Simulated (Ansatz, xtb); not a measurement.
**CH7ClGeOSi: which of two isomers lies lower**

Structure I: `C[O][Ge@@H]([SiH3])[Cl]`, a singlet. Structure II: `CO[SiH2][GeH2][Cl]`, a singlet. Both are isolated molecules in the gas phase, relaxed with r2SCAN-D4/def2-SVP, each in the lowest conformer that the search found.

Estimate which is lower in electronic energy at CCSD(T)/def2-SVP + ΔMP2/def2-TZVPP, and by roughly how much.

The CCSD(T)/def2-SVP + ΔMP2/def2-TZVPP calculation puts structure II lower, by 10.1 kcal/mol.

The same difference at several levels:

```json
{"level": "GFN2-xTB", "geometry": "GFN2-xTB", "E(II) − E(I) (kcal/mol)": "−16.5", "departure from the last row (kcal/mol)": "−6.3", "job, with rough time for the two": "optimisation, 0.82 s"}
{"level": "HF/STO-3G", "geometry": "GFN2-xTB", "E(II) − E(I) (kcal/mol)": "+1.0", "departure from the last row (kcal/mol)": "+11.1", "job, with rough time for the two": "single point, 2.1 s"}
{"level": "r2SCAN-D4/def2-SVP//GFN2-xTB", "geometry": "GFN2-xTB", "E(II) − E(I) (kcal/mol)": "−6.2", "departure from the last row (kcal/mol)": "+3.9", "job, with rough time for the two": "single point, 13 s"}
{"level": "r2SCAN-D4/def2-SVP", "geometry": "r2SCAN-D4/def2-SVP", "E(II) − E(I) (kcal/mol)": "−8.2", "departure from the last row (kcal/mol)": "+1.9", "job, with rough time for the two": "optimisation, 4.2 min"}
{"level": "HF/def2-SVP", "geometry": "r2SCAN-D4/def2-SVP", "E(II) − E(I) (kcal/mol)": "−10.6", "departure from the last row (kcal/mol)": "−0.5", "job, with rough time for the two": "part of the CCSD(T) run"}
{"level": "MP2/def2-SVP", "geometry": "r2SCAN-D4/def2-SVP", "E(II) − E(I) (kcal/mol)": "−7.8", "departure from the last row (kcal/mol)": "+2.3", "job, with rough time for the two": "part of the CCSD(T) run"}
{"level": "CCSD(T)/def2-SVP", "geometry": "r2SCAN-D4/def2-SVP", "E(II) − E(I) (kcal/mol)": "−7.6", "departure from the last row (kcal/mol)": "+2.5", "job, with rough time for the two": "single point"}
{"level": "CCSD(T)/def2-SVP + ΔMP2/def2-TZVPP", "geometry": "r2SCAN-D4/def2-SVP", "E(II) − E(I) (kcal/mol)": "−10.1", "departure from the last row (kcal/mol)": "", "job, with rough time for the two": "single point, 2.9 min"}
```

As drawn, II has 1 O–Si, 1 Ge–H in place of 1 Ge–O, 1 Si–H.

HF/STO-3G puts the two in the other order. The largest departure from CCSD(T)/def2-SVP + ΔMP2/def2-TZVPP is that of HF/STO-3G, 11.1 kcal/mol. The last row adds to CCSD(T) the change of the MP2 difference between the two basis sets, here −2.5 kcal/mol.

With thermal terms from frequencies at re-optimised GFN2-xTB minima (ideal gas, soft modes damped towards free rotors, one conformer each, 298.15 K, 1 atm): the zero-point term adds +0.7 kcal/mol; ΔH is −9.8 and ΔG −8.9 kcal/mol.

The correlated steps freeze 21 core orbitals; the filled d shell of Ge is correlated, in a basis made for valence electrons. Mirror images aren't counted in ΔG. Run with Ansatz 0.2.0, xtb 6.7.1; the last row on 2 threads of AMD EPYC (Zen 3) on a shared host.
